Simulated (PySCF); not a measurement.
B(Cl)2(NCO) (CBCl2NO), SMILES O=C=NB(Cl)Cl.

Coordinates come from a PBE-D3(BJ)/def2-SVP optimisation. This is a generated structure with no PubChem entry under its InChIKey; it may be hypothetical. Other conformers were not sampled.

Method: TDDFT-PBE/def2-SVPD in PySCF 2.14.0.

Vertical excitations. Isolated molecule, no solvent. State labels are in the subgroup C2v.

Computed lowest excited states:
```csv
state,symmetry,energy (eV),λ (nm),f,main pairs
S1,A2,4.68,265,0.000,HOMO→LUMO 100 %
S2,A2,5.38,230,0.000,HOMO−2→LUMO 100 %
S3,B1,5.72,217,0.000,HOMO−4→LUMO 100 %
S4,A1,5.94,209,0.171,HOMO−1→LUMO 86 %
S5,B2,5.96,208,0.099,HOMO−3→LUMO 96 %
S6,B2,6.96,178,0.002,HOMO→LUMO+2 100 %
S7,A1,7.14,174,0.110,"HOMO→LUMO+1 61 %, HOMO−2→LUMO+1 34 %"
S8,A1,7.46,166,0.006,HOMO−5→LUMO 89 %
S9,A2,7.47,166,0.000,HOMO−1→LUMO+1 99 %
S10,B1,7.57,164,0.000,"HOMO−3→LUMO+1 82 %, HOMO−1→LUMO+2 18 %"
T1,A2,4.53,274,0,HOMO→LUMO 100 %
T2,A1,4.99,249,0,HOMO−1→LUMO 99 %
T3,B2,5.20,238,0,HOMO−3→LUMO 100 %
T4,A2,5.23,237,0,HOMO−2→LUMO 100 %
```
Triplets are in the Tamm–Dancoff approximation, which puts them higher than full response would, so one can lie above its singlet here.
